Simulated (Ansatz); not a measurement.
## Ansatz (development build ahead of 0.2.0) run

```yaml
crystal:
  periodic: [false, false, false]
  atoms:
    - { symbol: H, position_ang: [-0.11556, -2.25622, -0.06486] }
    - { symbol: H, position_ang: [-1.08299, -1.98182, -0.08735] }
    - { symbol: H, position_ang: [-1.83592, -1.31489, -0.09254] }
    - { symbol: H, position_ang: [-2.22522, -0.38753, -0.07941] }
    - { symbol: H, position_ang: [-2.17379, 0.61658, -0.05054] }
    - { symbol: H, position_ang: [-1.69182, 1.49857, -0.01167] }
    - { symbol: H, position_ang: [-0.87476, 2.08375, 0.02952] }
    - { symbol: H, position_ang: [0.11556, 2.25622, 0.06486] }
    - { symbol: H, position_ang: [1.08299, 1.98182, 0.08735] }
    - { symbol: H, position_ang: [1.83592, 1.31489, 0.09254] }
    - { symbol: H, position_ang: [2.22522, 0.38753, 0.07941] }
    - { symbol: H, position_ang: [2.17379, -0.61658, 0.05054] }
    - { symbol: H, position_ang: [1.69182, -1.49857, 0.01167] }
    - { symbol: H, position_ang: [0.87476, -2.08375, -0.02952] }
basis:
  gaussian: { orbitals: STO-3G }
hamiltonian:
  xc: hf
```

The input is written out in the form of the current development build from the run's settings.

Results

```yaml
Converged: yes
Total_energy: -7.31276 hartree
Spin_squared_of_the_determinant: 0.000
```

Caution: stretched shape with no unrestricted run beside it, a lower state can exist.
